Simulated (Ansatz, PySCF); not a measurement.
Reaction (SMILES): COC=C(F)F + 6 [H][H] (H2) -> 3 C (CH4) + 2 F (HF) + O (H2O)
Geometries: B3LYP-D3(BJ)/def2-TZVP minima from Ansatz (a program for electronic structure), one conformer each, not searched for the lowest.

Property: energy of full hydrogenation (0 K, with B3LYP-D3(BJ) harmonic zero-point energies from PySCF), in kJ/mol. Cores are frozen in the correlated levels unless marked. No spin-orbit coupling. No relativistic terms. Basis-set limits of correlation are two-point, X^-3; Hartree-Fock from the larger set. The bracket is a focal-point correction in the basis named.

| level | program | energy of full hydrogenation (kJ/mol) |
|---|---|---|
| HF/cc-pVTZ | Ansatz | -554.1 |
| SVWN5/def2-TZVPD | Ansatz | -494.4 |
| revPBE-D4/def2-TZVPD | Ansatz + dftd4 | -468.4 |
| PBE0/def2-QZVPP | Ansatz | -542.9 |
| TPSSh/def2-TZVPD | PySCF | -459.1 |
| r2SCAN0-D4/def2-TZVPD | Ansatz + dftd4 | -525.0 |
| HSE06-D4/def2-TZVPD | Ansatz + dftd4 | -525.5 |

### Question
Predict the RI-MP2/CBS(cc-pVTZ,cc-pVQZ)+[CCSD(T)-MP2]/cc-pVTZ result (Ansatz).

### Answer
-538.7 kJ/mol, so HSE06-D4/def2-TZVPD differs from it by 13.2 kJ/mol.
